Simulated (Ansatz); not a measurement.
`C[Si@H](O)[Si@H](O)F` + H–F → `O[Si@H](F)[Si@H](O)F` + CH₄  (ligand exchange at the Si–C bond)

Program: Ansatz. Geometries: PBE0-D4/def2-TZVP. ΔE: electronic, gas phase. CBS: MP2 limit from def2 TZ/QZ plus the TZ coupled-cluster correction, frozen cores. This one scheme is used for every species. DFT in def2-TZVPP. One conformer a species, not always the lowest.

```json
{"level": "BHLYP-D4", "ΔE (kJ/mol)": "-152.8"}
{"level": "PBE-QIDH", "ΔE (kJ/mol)": "-140.8"}
{"level": "HF/def2-SVP", "ΔE (kJ/mol)": "-151.3"}
{"level": "MP2/def2-QZVPP", "ΔE (kJ/mol)": "-142.3"}
```

What does CCSD(T)/CBS give? (Estimate.)

Ansatz gave: -141.8 kJ/mol. The listed levels differ from it by -11.0, 1.0, -9.5, -0.5 kJ/mol.

Largest T1 diagnostic among the species: 0.013.

In def2-TZVPP, CCSD(T) changes the Hartree–Fock value by +24.2 kJ/mol (the triples alone add +2.6 kJ/mol) and MP2 by +24.7 kJ/mol. At CCSD(T), def2-SVP lies +3.1 kJ/mol from the extrapolated value and def2-TZVPP −0.7 kJ/mol. The D4 term adds +7.3 kJ/mol with B3LYP and +4.1 kJ/mol with PBE0; it sums over pairs of atoms, weighted by their polarisabilities, and B3LYP, whose exchange is more repulsive, gets the larger term.

B3LYP here is the variant with VWN-RPA as its local correlation; programs differ in this.
